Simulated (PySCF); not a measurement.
## Ionisation energy of Gd by level of theory

Gd [Xe] 4f7 5d1 6s2 [4f5/2^6 4f7/2^1 5d3/2^1, M_J = 2] → Gd⁺ [Xe] 4f7 5d1 6s1 [4f5/2^6 4f7/2^1 5d3/2^1 6s1/2^1, M_J = 5/2], as a difference of total energies. Computed with PySCF 2.14 in x2c-TZVPPall-2c, with the two-component X2C-1e Hamiltonian. Correlated levels: [Ar] 3d10 frozen; the 18 highest virtual spinors dropped. "Screened" scales the spin-orbit matrix elements by Boettger's factors to mimic the two-electron term; Breit and QED terms are absent.

```tsv
method	ionisation energy (eV)
GHF (spin-free)	4.927
GMP2 (spin-free)	5.923
GHF (screened spin-orbit)	4.938
GMP2 (screened spin-orbit)	5.907
```

Question: How much does correlation contribute at GMP2 (screened spin-orbit)?

Answer: 5.907 − (4.938) = 0.969 eV, measured against GHF (screened spin-orbit).

The spin-free rows relax to the high-spin LS determinant and lack the spin-orbit shift.

The labels give the starting determinants; with spin-orbit coupling the two ends relaxed to ⟨J²⟩ = 9.47, ⟨L²⟩ = 6.76, ⟨S²⟩ = 20.39 and ⟨J²⟩ = 12.48, ⟨L²⟩ = 6.05, ⟨S²⟩ = 24.59.

MP2 underrates the near-degeneracy of ns² with np² in the lower species.

The determinant of Gd and of Gd⁺ mixes levels of different J (the jj label is only the starting occupation), so the difference between spin-free and spin-orbit rows is not the physical spin-orbit shift.

For comparison: 6.150 eV (measured; NIST Atomic Spectra Database, ionization energies).
